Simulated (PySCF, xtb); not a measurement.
Al(H)(Br)(OMe) (CH₄AlBrO), SMILES C[O][AlH][Br].

GFN2-xTB in xtb at its own geometry gives an orbital gap of 4.86 eV and a dipole moment of 4.77 D.

Geometry optimised at PBE0-D3(BJ)/def2-SVP. The structure was generated by enumeration; whether it is a known compound was not checked. One conformer was computed; it need not be the lowest.

Question: What does PBE/def2-TZVP run with PySCF give? (Estimate from the structure and the level; the computed values follow.)

Answer: gap 5.24 eV (levels -6.90 and -1.66 eV), dipole 1.04 D.
